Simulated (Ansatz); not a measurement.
A structure relaxed at PBE0-D4/def2-TZVP, charge 0, multiplicity 1:

Cartesian coordinates in Å:
```
C 1.271 0.959 0.950
O 0.226 0.114 1.406
B -0.631 -0.527 0.617
Si -0.795 -0.566 -1.403
I -2.104 -1.731 1.643
H 1.115 1.953 1.371
H 1.293 1.019 -0.140
H 2.217 0.561 1.317
H 0.231 0.238 -2.129
H -2.137 -0.045 -1.774
H -0.686 -1.976 -1.858
```

Question: Give its formula and SMILES.

Answer: CH6BIOSi, `COB([SiH3])I`.

Question: Point group (tolerance 0.08 Å, 0.16 Å for H)?

Answer: Cs.

Question: Summarise the bond lengths by kind.

Answer: 1 × C–O 1.418 Å; 3 × C–H 1.091 to 1.092 Å; 1 × B–O 1.330 Å; 1 × B–Si 2.027 Å; 1 × B–I 2.162 Å; 3 × H–Si 1.486 to 1.492 Å.

All numbers were calculated with Ansatz.
